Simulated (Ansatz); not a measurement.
`[AlH2][SiH2][GeH3]` and `F[SiH2][AlH2]` differ in one atom or group.

Ansatz, PBE0-D4/def2-TZVP geometries, multiplicity 1. 

Scalar relativity is left out up to krypton.

```
                                        property  `[AlH2][SiH2][GeH3]`
             LUMO energy (B3LYP/def2-TZVPP) / eV                 -2.38
               LUMO energy (PBE/def2-TZVPP) / eV                 -2.94
size of the dipole moment (B3LYP/def2-TZVPP) / D                  0.44
            HOMO–LUMO gap (PBE0/def2-TZVPP) / eV                  5.25
               HOMO energy (PBE/def2-TZVPP) / eV                 -6.43
              HOMO energy (PBE0/def2-TZVPP) / eV                 -7.45
```

Task: Give the same properties after the change, and the shifts. (An estimate is asked.)

Result: The calculation gave: 
```json
{"property": "LUMO energy (B3LYP/def2-TZVPP) / eV", "`F[SiH2][AlH2]`": "-2.46", "shift": "-0.08"}
{"property": "LUMO energy (PBE/def2-TZVPP) / eV", "`F[SiH2][AlH2]`": "-3.03", "shift": "-0.09"}
{"property": "size of the dipole moment (B3LYP/def2-TZVPP) / D", "`F[SiH2][AlH2]`": "1.34", "shift": "0.90"}
{"property": "HOMO–LUMO gap (PBE0/def2-TZVPP) / eV", "`F[SiH2][AlH2]`": "5.38", "shift": "0.13"}
{"property": "HOMO energy (PBE/def2-TZVPP) / eV", "`F[SiH2][AlH2]`": "-6.52", "shift": "-0.09"}
{"property": "HOMO energy (PBE0/def2-TZVPP) / eV", "`F[SiH2][AlH2]`": "-7.65", "shift": "-0.20"}
```

With PBE0 the HOMO falls by 0.20 eV and the LUMO falls by 0.07 eV, so the gap widens by about 0.13 eV. PBE moves the HOMO by -0.09 eV and ωB97M-V by -0.27 eV. The zero-point energy changes by -53.9 kJ/mol with -9 modes. Dipoles are sizes alone; their direction can turn.

B3LYP here is the variant with VWN-RPA as its local correlation; programs differ in this.
